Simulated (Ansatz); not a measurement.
```xyz
2

Fe    0.0000    0.0000    0.0000
C     0.0000    0.0000    1.6700
```

Basis set: pcseg-2 (spherical functions). Charge 0, multiplicity 3.

Computed with Ansatz (development build ahead of 0.2.0); each method stands on the lowest determinant of its kind that the runs found. Restricted functionals stand beside restricted open-shell atoms, which can lie above the unrestricted atoms usual in DFT and then raise those values.

(1) Give the atomization energy at this shape (free ground-state atoms in the same class of orbitals less the molecule, no zero-point energy) of triplet FeC by PBE (unrestricted), PBE0 (restricted open-shell), ROHF.

Results:

(1)

| method | atomization energy |
| --- | --- |
| PBE (unrestricted) | 115.75 kcal/mol |
| PBE0 (restricted open-shell) | 62.83 kcal/mol |
| ROHF | -115.80 kcal/mol |

Caution for PBE (unrestricted): the unrestricted determinant is spin contaminated. Caution for PBE0 (restricted open-shell), ROHF: no unrestricted run beside it, a lower state can exist. Caution for ROHF: the molecule lies well above its atoms at this level.

The shape needn't be a minimum at these levels.
